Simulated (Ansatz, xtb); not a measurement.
# C4H5BrN2S: which of two isomers lies lower

We compare a, `BrCCc1cnsn1`, a singlet, with b, `BrCCc1ncns1`, a singlet. Both are isolated molecules in the gas phase, relaxed with PBE0-D3(BJ)/def2-SVP; each stands in its lowest conformer found.

Task: Which of the two would you expect CCSD(T)/def2-SVP + ΔMP2/def2-TZVPP electronic energies to favour?

Result: Structure b; the calculation gives E(b) − E(a) = −3.4 kcal/mol.

Level by level:

```csv
level,geometry,E(b) − E(a) (kcal/mol),departure from the last row (kcal/mol),"job, with rough time for the two"
GFN2-xTB,GFN2-xTB,−3.5,0.0,"optimisation, 0.22 s"
HF/STO-3G,GFN2-xTB,−5.8,−2.4,"single point, 0.72 s"
r2SCAN-D4/def2-SVP,GFN2-xTB,−6.7,−3.3,"single point, 5.1 s"
PBE0-D3(BJ)/def2-SVP,PBE0-D3(BJ)/def2-SVP,−7.0,−3.6,"optimisation, 98 s"
HF/def2-SVP,PBE0-D3(BJ)/def2-SVP,−9.7,−6.3,part of the CCSD(T) run
MP2/def2-SVP,PBE0-D3(BJ)/def2-SVP,−5.5,−2.1,part of the CCSD(T) run
CCSD(T)/def2-SVP,PBE0-D3(BJ)/def2-SVP,−7.0,−3.5,single point
CCSD(T)/def2-SVP + ΔMP2/def2-TZVPP,PBE0-D3(BJ)/def2-SVP,−3.4,,"single point, 2.5 min"
```

As drawn, b has 1 C∷N, 1 C∷S in place of 1 C∷C, 1 N∷S (∷ is an aromatic bond).

None of the levels shown reverses the order. The largest departure from CCSD(T)/def2-SVP + ΔMP2/def2-TZVPP is that of HF/def2-SVP, 6.3 kcal/mol. The last row adds to CCSD(T) the change of the MP2 difference between the two basis sets, here +3.5 kcal/mol, a large step that makes the value less sure.

With thermal terms from frequencies at re-optimised GFN2-xTB minima (ideal gas, soft modes damped towards free rotors, one conformer each, 298.15 K, 1 atm): on the last row, ΔE + ΔZPE = −3.4, ΔH = −3.4, ΔG = −3.5 kcal/mol.

The correlated steps freeze 20 core orbitals; the filled d shell of Br is correlated, in a basis made for valence electrons. Programs: Ansatz 0.2.0, xtb 6.7.1; the last row on 4 threads of Arm Neoverse V1 on a shared host.
